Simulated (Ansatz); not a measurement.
Two structures of Si2NH8OF3, closed shell, reached by relaxing down either side of one saddle point (PBE0-D4/def2-TZVP). Energies are electronic, without zero-point energy. Program: Ansatz 0.2.0. Basis: def2-TZVPP and def2-QZVPP. Cores are frozen in the correlated methods. Extrapolation: Hartree–Fock as exp(−7.88 √X), correlation as X^−2.97. First:

```xyz
15
angstrom
Si -0.8281 0.4825 -0.9662
Si 0.9120 -1.0675 -1.2316
F -1.7658 -0.2232 -2.0918
F -1.8870 0.3071 0.2501
F -0.8143 1.9467 -1.6258
H 0.4541 0.7722 1.3094
N 0.3048 1.4343 0.5447
H 0.0582 -1.7172 2.3872
O -0.2219 -0.8033 2.3040
H 0.4727 -2.3827 -0.6860
H 1.2523 -1.2447 -2.6672
H 2.1551 -0.6785 -0.5023
H 1.2005 1.7686 0.2083
H -0.2133 2.2301 0.9033
H -1.0792 -0.8241 1.8638
```

Second:

```tsv
atom	x (Å)	y (Å)	z (Å)
Si1	-1.4574	1.4792	-0.5987
Si2	1.3225	-1.9289	-0.5689
F3	-1.4591	1.0998	-2.1258
F4	-2.2583	0.3307	0.1257
F5	-2.2555	2.8214	-0.4071
H6	0.0188	0.2419	1.7182
N7	0.0745	1.6771	0.0704
H8	-0.0947	-1.5777	-0.8396
O9	0.1667	-0.6678	2.0057
H10	1.4395	-2.8975	0.5423
H11	1.8922	-2.5254	-1.8075
H12	2.0923	-0.6889	-0.2781
H13	0.8333	1.0668	-0.1981
H14	0.3988	2.6107	0.2674
H15	-0.7135	-1.0413	2.0941
```

(1) Which bonds change from the first to the second?

(2) Give the saddle point's structure and its height above each. (To be estimated.)

T1 diagnostic: at most 0.013.

## Answers

(1) Si₂H₃F₃ ([F][Si]([F])([F])[SiH3]) + H₂O + NH₃ → SiNH₂F₃ ([NH2][Si]([F])([F])[F]) + SiH₄ + H₂O; bonds formed: Si2–H8, H6–O9; dative contacts that become bonds: Si1–N7; bonds broken: Si1–Si2, H6–N7, H8–O9.

(2) The calculation gives: 201.6 kJ/mol above the first and 255.5 kJ/mol above the second (CCSD(T) at an estimated basis limit (MP2 extrapolated from triple and quadruple zeta, plus CCSD(T) − MP2 in triple zeta)).
Si1  (-0.898, 0.823, -0.734)
Si2  (0.958, -1.461, -0.839)
F3  (-0.352, 0.728, -2.214)
F4  (-1.990, -0.223, -0.239)
F5  (-1.853, 2.104, -0.884)
H6  (-0.062, 0.496, 1.550)
N7  (0.106, 1.484, 0.574)
H8  (0.168, -0.941, 0.928)
O9  (-0.059, -0.556, 1.954)
H10  (1.511, -2.622, -0.057)
H11  (0.279, -2.084, -2.012)
H12  (2.182, -0.773, -1.367)
H13  (1.100, 1.413, 0.381)
H14  (-0.129, 2.448, 0.796)
H15  (-0.961, -0.837, 2.160)
(Å)

Labels in which every atom is bracketed show which atoms are joined, not bond orders.

For scale, one of the runs: CCSD(T)/def2-TZVPP, 351 basis functions, launched by `ansatz run in.yaml --threads 4 --pin off --events-out ev --progress --plain --max-ram 66560MiB --backend cuda --devices 0, --max-vram 37GiB`. The run took 14 s on 4 CPU threads of an AMD EPYC 7R13 and a share of one NVIDIA H100 (shared host), with 0.86 GiB of host memory at its peak.
